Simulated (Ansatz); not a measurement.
Geometry optimisation, Ansatz 0.2.0, DFT PBEsol, scalar-relativistic, plane waves, PAW.

The input (input.yaml):

```yaml
crystal:
  lattice:
    - [7.398, 0.0, 0.0]
    - [-3.699, 6.406856, 0.0]
    - [0.0, 0.0, 11.0]
  atoms:
    - { symbol: C, position: [0.0, 0.0, 0.0909091] }
    - { symbol: C, position: [0.2222222, 0.1111111, 0.0909091] }
    - { symbol: C, position: [0.0, 0.3333333, 0.0909091] }
    - { symbol: C, position: [0.2222222, 0.4444444, 0.0909091] }
    - { symbol: C, position: [0.0, 0.6666667, 0.0909091] }
    - { symbol: C, position: [0.2222222, 0.7777778, 0.0909091] }
    - { symbol: C, position: [0.3333333, 0.0, 0.0909091] }
    - { symbol: C, position: [0.5555556, 0.1111111, 0.0909091] }
    - { symbol: C, position: [0.3333333, 0.3333333, 0.0909091] }
    - { symbol: C, position: [0.5555556, 0.4444444, 0.0909091] }
    - { symbol: C, position: [0.3333333, 0.6666667, 0.0909091] }
    - { symbol: C, position: [0.5555556, 0.7777778, 0.0909091] }
    - { symbol: C, position: [0.6666667, 0.0, 0.0909091] }
    - { symbol: C, position: [0.8888889, 0.1111111, 0.0909091] }
    - { symbol: C, position: [0.6666667, 0.3333333, 0.0909091] }
    - { symbol: C, position: [0.8888889, 0.4444444, 0.0909091] }
    - { symbol: C, position: [0.6666667, 0.6666667, 0.0909091] }
    - { symbol: C, position: [0.8888889, 0.7777778, 0.0909091] }
    - { symbol: O, position: [0.6080733, 0.9222093, 0.2127273], spin: 1.0 }
magnetization:
  spin_polarized: true
basis:
  ecutwfc: 420.0
kpoints:
  mp_grid: { grid: [2, 2, 1] }
hamiltonian:
  xc: pbesol
scf:
  occupations: { method: fermi_dirac, width: 0.05 }
  lower_state_search: "off"
relax:
  f_tol: 0.08
  max_steps: 25
  adjacent_minimum: "off"
output:
  write_density: true
  write_potential: true
  elf: true
  volumetric_format: npy
```

Command:

```bash
$ ansatz run input.yaml --threads 1 --pin off --max-ram 3072MiB --backend cpu --events-out ev --progress --plain --runs-dir out
```

Where does it end, and by what steps?

The forces met the threshold. The threshold is loose, so the end isn't yet a minimum. Limits of this set-up: coarse k mesh, slab without dipole correction. After 5 steps the energy has fallen by 1.243 eV; O19 moved furthest, 0.29 Å.

| step | energy less start (eV) | largest force component (eV/Å) | accepted |
| --- | --- | --- | --- |
| 0 | 0.0000 | 2.672 | yes |
| 1 | -0.8493 | 1.497 | yes |
| 2 | -1.1454 | 1.567 | yes |
| 3 | -1.2244 | 0.625 | yes |
| 4 | -1.2416 | 0.118 | yes |
| 5 | -1.2430 | 0.045 | yes |

```xyz
19
Lattice="7.3980 0.0000 0.0000 -3.6990 6.4069 0.0000 0.0000 0.0000 11.0000" Properties=species:S:1:pos:R:3
C -0.014 0.024 0.984
C 1.225 0.734 0.939
C -1.234 2.150 0.915
C -0.014 2.856 0.915
C -2.474 4.271 0.939
C -1.235 4.982 0.983
C 2.464 0.024 0.983
C 3.660 0.740 1.002
C 1.225 2.143 0.923
C 2.465 2.856 0.916
C -0.039 4.266 1.003
C 1.225 4.956 1.257
C 4.924 0.049 1.257
C 6.189 0.740 1.003
C 3.684 2.149 0.915
C 4.924 2.863 0.923
C 2.490 4.266 1.004
C 3.685 4.982 0.984
O 1.226 5.707 2.494
```

Run time: 2.7 min on 1 thread of Arm Neoverse V1, with other jobs on the host, peak memory 0.82 GiB.
